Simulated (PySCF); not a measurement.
Species: BH7N2Si.
Numbering: `[BH2:1][NH:2][SiH2:3][NH2:4]` (hydrogens: H5, H6 on B1; H7 on N2; H8, H9 on Si3; H10, H11 on N4)

Method: PBE0-D3(BJ)/def2-SVP geometry optimisation, gas phase (PySCF 2.14.0); density fitting, grid level 1; the optimiser is geomeTRIC in internal coordinates, started from a GFN2-xTB structure with every atom displaced at random (about 0.01 Å).

Step 2: E = -11637.0124 eV
```
atom  x, y, z in Å  |  force x, y, z in eV/Å
B1      2.0787    0.0750   -0.4184    0.044  -0.005  -0.110
N2      0.8255    0.3650    0.1335    0.035  -0.013   0.012
Si3    -0.6411   -0.5899   -0.0541   -0.026  -0.013  -0.006
N4     -1.9525    0.5002    0.1976    0.016   0.075  -0.027
H5      3.0462    0.7658   -0.1818   -0.063   0.023   0.058
H6      2.1829   -0.8811   -1.1580   -0.008   0.004   0.016
H7      0.7401    1.1636    0.7587    0.052  -0.050   0.010
H8     -0.7892   -1.6558    0.9823   -0.025   0.022   0.024
H9     -0.5382   -1.2516   -1.3911    0.027   0.026   0.017
H10    -2.8387    0.1765    0.5630   -0.024  -0.040   0.028
H11    -2.0769    1.3054   -0.4063   -0.028  -0.028  -0.021
```

Step 3: E = -11637.0187 eV
```
atom  x, y, z in Å  |  force x, y, z in eV/Å
B1      2.0807    0.0716   -0.4311   -0.014   0.100   0.002
N2      0.8340    0.3574    0.1397   -0.017  -0.098  -0.044
Si3    -0.6416   -0.5846   -0.0458   -0.024   0.018   0.014
N4     -1.9573    0.5047    0.1911    0.075   0.035  -0.013
H5      3.0374    0.7648   -0.1661    0.018  -0.001   0.004
H6      2.1828   -0.8634   -1.1939   -0.006  -0.020  -0.002
H7      0.7653    1.1445    0.7793    0.045  -0.013   0.044
H8     -0.8009   -1.6400    0.9992   -0.019   0.013   0.021
H9     -0.5321   -1.2496   -1.3773    0.026  -0.012  -0.024
H10    -2.8387    0.1736    0.5597   -0.055  -0.040   0.045
H11    -2.0930    1.2938   -0.4293   -0.031   0.017  -0.049
```

Step 4: E = -11637.0269 eV
```
atom  x, y, z in Å  |  force x, y, z in eV/Å
B1      2.0894    0.0857   -0.4546   -0.141   0.019   0.055
N2      0.8509    0.3291    0.1557    0.002  -0.025  -0.008
Si3    -0.6478   -0.5774   -0.0259    0.019   0.027  -0.006
N4     -1.9668    0.5180    0.1704    0.085  -0.032   0.010
H5      3.0462    0.7583   -0.1465    0.042   0.020  -0.025
H6      2.1750   -0.7960   -1.2756    0.035  -0.057  -0.066
H7      0.8186    1.0792    0.8388   -0.014   0.048   0.109
H8     -0.8387   -1.6012    1.0452   -0.001   0.005   0.008
H9     -0.5222   -1.2616   -1.3432    0.013  -0.056  -0.053
H10    -2.8381    0.1770    0.5578   -0.016   0.006   0.030
H11    -2.1300    1.2619   -0.4967   -0.024   0.044  -0.054
```

Step 5: E = -11637.0327 eV
```
atom  x, y, z in Å  |  force x, y, z in eV/Å
B1      2.0764    0.0949   -0.4732   -0.112   0.078   0.088
N2      0.8621    0.3162    0.1919    0.025  -0.031  -0.006
Si3    -0.6431   -0.5721   -0.0080   -0.005   0.038  -0.005
N4     -1.9649    0.5278    0.1432    0.003  -0.065   0.003
H5      3.0441    0.7449   -0.1498    0.068  -0.003  -0.052
H6      2.1274   -0.7344   -1.3509    0.032  -0.036  -0.040
H7      0.8632    1.0263    0.9194   -0.027  -0.004   0.045
H8     -0.8631   -1.5697    1.0823    0.003  -0.005  -0.003
H9     -0.4888   -1.2759   -1.3137   -0.002  -0.040  -0.015
H10    -2.8290    0.1849    0.5485    0.016   0.049   0.000
H11    -2.1476    1.2301   -0.5642   -0.002   0.019  -0.014
```

Problem. Estimate the geometry and energy of step 6. (The exact step hangs on the optimiser's Hessian estimate; all steps are aligned on step 5, rigid shifts and turns removed.)

Solution. E = -11637.0370 eV, largest force 0.075 eV/Å
```
atom  x, y, z in Å  |  force x, y, z in eV/Å
B1      2.0657    0.1140   -0.4851   -0.065   0.031   0.008
N2      0.8694    0.2937    0.2231    0.066  -0.005   0.027
Si3    -0.6429   -0.5774    0.0075   -0.012   0.030  -0.014
N4     -1.9577    0.5358    0.1173   -0.017  -0.068  -0.027
H5      3.0460    0.7497   -0.1667    0.021  -0.006  -0.022
H6      2.0943   -0.6691   -1.4084    0.020  -0.005   0.001
H7      0.8886    0.9644    0.9880   -0.031  -0.013   0.001
H8     -0.8897   -1.5513    1.1136    0.006  -0.003  -0.004
H9     -0.4714   -1.3048   -1.2850   -0.010  -0.011   0.013
H10    -2.8199    0.2130    0.5421    0.002   0.042   0.001
H11    -2.1457    1.2051   -0.6210    0.021   0.007   0.015
```

The energy changes by -0.0043 eV. The first-order estimate −F·Δx gives -0.0062 eV and the mean of the old and new forces, exact on a quadratic surface, -0.0041 eV. The step makes an angle of 81° with the force vector and moves no atom by more than 0.096 Å.

The cost below is that of the whole optimisation. The run took 35 s of wall time on Arm Neoverse V1, one thread (shared host), and the process peaked at 0.39 GiB of memory.
